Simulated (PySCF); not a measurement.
## Nonlinear optical response: SMILES FC(F)(F)c1ccc[se]1, C$_{5}$H$_{3}$F$_{3}$Se

Cartesian coordinates in Å; atom numbers follow the order of the lines, from 1:
```xyz
12

F    -2.3896    1.5356    0.0119
C    -1.9529    0.2633    0.0416
F    -2.5047   -0.2932    1.1386
F    -2.5058   -0.3655   -1.0071
C    -0.4728    0.2042    0.0424
C     0.3018   -0.8644   -0.3014
C     1.6872   -0.6215   -0.1763
C     2.0052    0.6239    0.2670
Se    0.5186    1.6774    0.5858
H    -0.1103   -1.7982   -0.6437
H     2.4272   -1.3654   -0.4156
H     2.9975    1.0030    0.4307
```

Method: quadratic response B3LYP/aug-cc-pVDZ first hyperpolarisability, Taylor convention, gas phase (PySCF). Geometry: GFN2-xTB.

The calculation is non-relativistic, which matters for the atoms heavier than Zn.

Question: What is the first hyperpolarisability, and how does it disperse?

Answer: In au, Taylor convention; the vector part is βᵢ = ⅓ Σⱼ (βᵢⱼⱼ + βⱼᵢⱼ + βⱼⱼᵢ); β∥ is 3/5 of the vector part along the dipole, the dipole points from − to +:
```
                   process  λ (nm)  β vector norm      β∥  β HRS  depolarisation ratio
           static β(0;0,0)       ∞          194.0   -95.8   74.8                  6.63
second harmonic β(−2ω;ω,ω)    1064          210.3  -103.3   82.6                  6.03
         Pockels β(−ω;ω,0)    1064          199.3   -98.3      –                     –
second harmonic β(−2ω;ω,ω)     800          223.1  -109.1   89.7                  5.36
         Pockels β(−ω;ω,0)     800          203.5  -100.2      –                     –
```

Question: Which lowest excitations, dipole and polarisabilities go with it?

Answer: S1 5.19 eV (f = 0.101); S2 5.34 eV (f = 0.107); S3 5.46 eV (f = 0.001); dipole 3.02 D; isotropic α 84.0 au static, 84.9 au at 1064 nm, 85.7 au at 800 nm, 88.1 au at 532 nm, 92.2 au at 400 nm.
